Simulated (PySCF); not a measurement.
Stepwise substitution at one centre (Ga CH3-SiH3). Gas-phase values, no solvent. Strings in code marks are SMILES.

Calculation: PBE-D3(BJ)/def2-TZVP (PySCF 2.14.0). All candidates: neutral, multiplicity 1. 

```
Quantity          Value
-------------  --------
dipole moment    1.19 D
LUMO           -2.22 eV
HOMO–LUMO gap   3.82 eV
```

Name which member has these values.
A) `[CH3][Ga]([CH3])[SiH3]`
B) `[SiH3][Ga]([SiH3])[SiH3]`
C) `[CH3][Ga]([CH3])[CH3]`
D) `[CH3][Ga]([SiH3])[SiH3]`

A, `[CH3][Ga]([CH3])[SiH3]`. The others give `[CH3][Ga]([SiH3])[SiH3]`: 1.10 D, -2.86 eV, 3.20 eV; `[SiH3][Ga]([SiH3])[SiH3]`: 0.09 D, -3.38 eV, 2.92 eV; `[CH3][Ga]([CH3])[CH3]`: 0.02 D, -1.35 eV, 4.84 eV
